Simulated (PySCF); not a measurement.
# Cu⁺ (copper, charge +1): M06-L calculation

Configuration: [Ar] 3d10, closed-shell 1S. All numbers are calculated (PySCF 2.14, the spin-free X2C one-electron Hamiltonian (Gaussian nucleus), in jorge-DZP-DKH (8s6p2d1f, 43 functions)).

- Total energy: -1654.288 hartree
- One-electron energy: -2296.974 hartree
- Hartree (Coulomb) energy: 710.536 hartree
- Exchange-correlation energy: -67.850 hartree
- ⟨S²⟩: 0.0000
- ⟨L²⟩: 0.000
- Sum of ⟨r⟩: 17.66 bohr
- Sum of ⟨r²⟩: 18.71 bohr²
- Langevin diamagnetic susceptibility: -14.8 ×10⁻⁶ cm³/mol
- Time after the integrals: 1.9 s of wall time on 1 thread of Neoverse-V1 (shared host)

| shell | electrons | mean orbital energy (hartree) | rms radius, mean of both spins (bohr) |
| --- | --- | --- | --- |
| 1s | 2 | -326.15296 | 0.0602 |
| 2s | 2 | -39.78443 | 0.255 |
| 2p | 6 | -34.27617 | 0.228 |
| 3s | 2 | -4.68228 | 0.765 |
| 3p | 6 | -3.04638 | 0.814 |
| 3d | 10 | -0.47403 | 1.15 |

Densities and radii are taken from the X2C orbitals without a picture-change correction, which distorts them close to the nucleus.
